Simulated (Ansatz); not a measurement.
`O[B]Br` radical, relaxed with UKS PBE-D4/def2-SVP in Ansatz from a rough embedded geometry. The force threshold is 0.03 eV/Å; the program also tests the step.

The species carries charge 0 and has multiplicity 2.

Start:

```xyz
4

O     0.644   -0.763    0.138
B    -0.425    0.073    0.614
Br   -0.506    1.929   -0.043
H     0.287   -1.239   -0.709
```

Question: By how much does the energy fall, and how many steps does the optimiser take? (Estimate.)

Answer: Computed: 0.67 eV, in 12 steps, 1 of them rejected.

Question: Which bonds change most? (Best estimate.)

Answer: Computed: O1–B2 from 1.438 to 1.343 Å; O1–H4 from 1.036 to 0.976 Å; B2–Br3 from 1.971 to 1.918 Å.

Question: Give the relaxed structure. (Estimate.)

Answer: Computed: 
```xyz
4

O     0.535   -0.583   -0.317
B    -0.454    0.107    0.274
Br   -0.498    2.025    0.277
H     0.417   -1.548   -0.234
```
